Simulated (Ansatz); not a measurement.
Consider the isomerisation: `[SiH3][GeH2][SiH2][GeH2][SiH2][GeH3]` → `[SiH3][SiH2][GeH2][GeH2][GeH2][SiH3]`.

Isolated molecules relaxed with PBE0-D4/def2-TZVP in Ansatz; ΔE leaves out vibrations. CCSD(T)/CBS is the MP2 limit (def2-TZVPP, def2-QZVPP) plus CCSD(T) − MP2 in def2-TZVPP, frozen cores. DFT in def2-TZVPP. For Ge outer-core shells are correlated without core-valence functions, which leaves a few kJ/mol of doubt a bond. Scalar relativity is left out up to krypton. One conformer a species, not always the lowest.

Question: Is it downhill or uphill in electronic energy at CCSD(T)/CBS, and by how much? (An estimate is asked.)

Answer: The calculation gave: Downhill: ΔE = -13.3 kJ/mol.

Question: What do these levels give: PBE0-D4, r2SCANh-D4, BHLYP-D4, CAM-B3LYP-D4, revPBE, LC-ωPBE, RPA@PBE/def2-TZVPP, CCSD/def2-SVP, CCSD(T)/def2-SVP, MP2/def2-QZVPP, SCS-MP2/def2-QZVPP, HF/CBS(def2)? (An estimate is asked.)

Answer: The calculation gave: PBE0-D4 -11.1, r2SCANh-D4 -11.5, BHLYP-D4 -16.3, CAM-B3LYP-D4 -14.0, revPBE -11.1, LC-ωPBE -9.6, RPA@PBE/def2-TZVPP -14.8, CCSD/def2-SVP -13.6, CCSD(T)/def2-SVP -13.2, MP2/def2-QZVPP -15.9, SCS-MP2/def2-QZVPP -16.2, HF/CBS(def2) -18.3 kJ/mol.

Largest T1 diagnostic among the species: 0.013.

Leaving LDA and LC-ωPBE aside and taking each functional with its dispersion term where it has one, the values, not all of them listed here, spread over 12.1 kJ/mol, from BHLYP-D4 to B97M-V. LDA lies +3.2 kJ/mol from PBE without D4.
